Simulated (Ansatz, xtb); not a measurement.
Redistribution: BF3 + BH2(OH) → B(OH)F2 + BH2F

Gas-phase species: BF3 (boron trifluoride) `FB(F)F`, singlet; BH2(OH), singlet; B(OH)F2 (difluorohydroxyborane), singlet; BH2F `BF`, singlet. The partners trade F for OH; both sit on B, so the bond types are kept.

Shapes, held fixed at every level: PBE0-D4/def2-TZVP. Programs: Ansatz 0.2.0, xtb 6.7.1. The zero-point and thermal change to 298 K, harmonic and unscaled (PBE0-D4/def2-TZVP), is -1.2 kJ/mol.

**Question.** Estimate ΔH(298 K) of this reaction.

**Answer.** The highest level, CCSD(T)/CBS estimate, gives ΔH(298 K) = +8.1 kJ/mol; the levels span +6.8 to +19.1. The column of differences is taken from that level and isn't an error. No measured value is set beside it here. The CBS estimate extrapolates MP2 from def2-TZVPP and def2-QZVPP and adds CCSD(T) − MP2 in the triple-zeta set, cores frozen.

| level | kind | ΔH(298 K) (kJ/mol) | less CCSD(T)/CBS estimate |
| --- | --- | --- | --- |
| GFN0-xTB | semi-empirical | +19.1 | +11.0 |
| B3LYP-D4/def2-TZVPP | global hybrid | +7.3 | -0.8 |
| r2SCAN0-D4/def2-TZVPP | global hybrid | +8.0 | -0.1 |
| wB97X-V/def2-TZVPP | range-separated hybrid | +6.8 | -1.3 |
| B2PLYP/def2-TZVPP | double hybrid | +7.9 | -0.2 |
| CCSD/def2-SVP | coupled cluster or CI | +10.9 | +2.8 |
| CCSD/def2-TZVPP | coupled cluster or CI | +8.1 | 0.0 |
| CCSD(T)/CBS estimate | coupled cluster or CI | +8.1 | 0.0 |
